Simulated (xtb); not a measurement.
F$_{4}$OW, charge -1, quartet, at a GFN2-xTB geometry of the parent state (such geometries of metal compounds can be far from the true shape) (the multiplicity is a formal guess); GFN2-xTB (xtb).

Input for xtb:
```
$ xtb mol.xyz --gfn 2 --chrg -1 --uhf 3 --json

# file mol.xyz
6

W      0.06830354    -0.08411416     0.04394939
O      1.05674556    -1.30135662     0.67995486
F     -0.97134487    -0.69572284    -1.53092736
F      0.22087672     1.61990623     1.04804436
F      0.98756622     0.99128778    -1.34660359
F     -1.73803437    -0.06710439     0.86372059
```

What the program printed (banner, timings and long lists left out):

```
   ID    Z sym.   atoms
    1   74 W      1
    2    8 O      2
    3    9 F      3-6

           -------------------------------------------------
          |                Calculation Setup                |
           -------------------------------------------------

           -------------------------------------------------
          |                 G F N 2 - x T B                 |
           -------------------------------------------------

          ...................................................
          :                      SETUP                      :
          :.................................................:
          :  # basis functions                  30          :
          :  # atomic orbitals                  29          :
          :  # shells                           13          :
          :  # electrons                        41          :
          :  max. iterations                   250          :
          :  Hamiltonian                  GFN2-xTB          :
          :  restarted?                      false          :
          :  GBSA solvation                  false          :
          :  PC potential                    false          :
          :  electronic temp.          300.0000000     K    :
          :  accuracy                    1.0000000          :
          :  -> integral cutoff          0.2500000E+02      :
          :  -> integral neglect         0.1000000E-07      :
          :  -> SCF convergence          0.1000000E-05 Eh   :
          :  -> wf. convergence          0.1000000E-03 e    :
          :  Broyden damping             0.4000000          :
          :  net charge                         -1          :
          :  unpaired electrons                  3          :
          ...................................................

 iter      E             dE          RMSdq      gap      omega  full diag
   1    -18.3178002 -0.183178E+02  0.233E+01    0.36       0.0  T
   2    -21.7213602 -0.340356E+01  0.237E+01    0.00       1.0  T
   3    -24.1536018 -0.243224E+01  0.130E+01    0.00       1.0  T
   4    -25.3460944 -0.119249E+01  0.776E+00    0.00       1.0  T
   5    -25.3407857  0.530864E-02  0.793E+00    0.00       1.0  T
   6    -25.6530953 -0.312310E+00  0.603E+00    0.04       1.0  T
   7    -25.3206202  0.332475E+00  0.107E+01    0.02       1.0  T
   8    -25.6510056 -0.330385E+00  0.107E+01    0.17       1.0  T
   9    -24.9961815  0.654824E+00  0.175E+01    0.60       1.0  T
[...]
         :: total energy             -25.737470247627 Eh    ::
[...]
        29                          0.7050809              19.1862
      -------------------------------------------------------------
                  HL-Gap            0.0017844 Eh            0.0486 eV
             Fermi-level           -0.1844469 Eh           -5.0191 eV

     #   Z          covCN         q      C6AA      α(0)
     1  74 W        3.830     0.862   416.458    45.009
     2   8 O        0.830    -0.422    22.136     6.307
     3   9 F        0.750    -0.360    13.032     4.264
     4   9 F        0.750    -0.360    13.032     4.264
     5   9 F        0.750    -0.360    13.032     4.264
     6   9 F        0.750    -0.360    13.032     4.264

 Mol. C6AA /au·bohr⁶  :       1487.483028
 Mol. C8AA /au·bohr⁸  :     111439.920427
 Mol. α(0) /au        :         68.371313

Wiberg/Mayer (AO) data.
largest (>0.10) Wiberg bond orders for each atom

 ---------------------------------------------------------------------------
     #   Z sym  total        # sym  WBO       # sym  WBO       # sym  WBO
 ---------------------------------------------------------------------------
     1  74 W    4.592 --     2 O    1.513     3 F    0.770     4 F    0.770
                             6 F    0.770     5 F    0.770
     2   8 O    1.647 --     1 W    1.513
     3   9 F    0.894 --     1 W    0.770
     4   9 F    0.894 --     1 W    0.770
     5   9 F    0.894 --     1 W    0.770
     6   9 F    0.894 --     1 W    0.770
 ---------------------------------------------------------------------------

Topologies differ in total number of bonds
Writing topology from bond orders to xtbtopo.mol

molecular dipole:
                 x           y           z       tot (Debye)
 q only:        0.290      -0.357       0.187
   full:        0.369      -0.454       0.237       1.604
molecular quadrupole (traceless):
                xx          xy          yy          xz          yz          zz
 q only:        0.019      -1.026       0.449       0.536      -0.660      -0.469
  q+dip:        0.031      -1.643       0.720       0.859      -1.057      -0.751
   full:        0.031      -1.628       0.714       0.851      -1.048      -0.744

           -------------------------------------------------
          | TOTAL ENERGY              -25.737470247627 Eh   |
          | GRADIENT NORM               0.103691381740 Eh/α |
          | HOMO-LUMO GAP               0.048557210589 eV   |
           -------------------------------------------------

normal termination of xtb
```
